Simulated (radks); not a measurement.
Problem. The titanium ion Ti14+, configuration [He] 2s2 2p4 (the NIST ground configuration). Method: Dirac Kohn-Sham, PBE, spin-unpolarised, spherical densities, finite nucleus; open shells fill j = l - 1/2 first; Fermi nuclear charge, rms radius 3.5921 fm; computed with a radial shooting solver on a logarithmic mesh with Libxc functionals. Some entries of the table are withheld. Estimate them.

orbital  occ.  eigenvalue (Ry)  <1/r> (bohr^-1)
1s1/2       2              (1)            21.84
2s1/2       2              (2)              (3)
2p1/2       2        -67.33217            4.742
2p3/2       2        -66.84487            4.684

Solution. 
(1) 1s1/2 eigenvalue (Ry): -397.4886
(2) 2s1/2 eigenvalue (Ry): -72.83365
(3) 2s1/2 <1/r> (bohr^-1): 4.804
